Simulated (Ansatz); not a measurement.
Frontier orbitals of `FBN([SiH3])[SiH3]`.

Total charge 0; spin multiplicity 1. The geometry is a stationary point of PBE0-D4/def2-TZVP. It is one conformer, not always the lowest. Basis def2-TZVPP, the Gaussian-basis code of Ansatz.

Orbital energies of one run (eV). Highest occupied ones, from the top: -11.13, -12.47, -12.62, -12.83, -12.99, -13.80, -14.00, -15.97, -15.99, -16.41, -17.88, -19.32, -19.42, -27.39. Empty: 2.11, 2.15, 3.15, 3.22, 3.26, 3.61.

Problem. Which functional gave them?
A. r2SCANh
B. LC-ωPBE
C. ωB97M-V
D. revPBE

Solution. B. HOMO energies: LC-ωPBE -11.13, revPBE -7.10, ωB97M-V -10.67, r2SCANh -7.91 eV.

LC-ωPBE has ω = 0.4 bohr⁻¹.
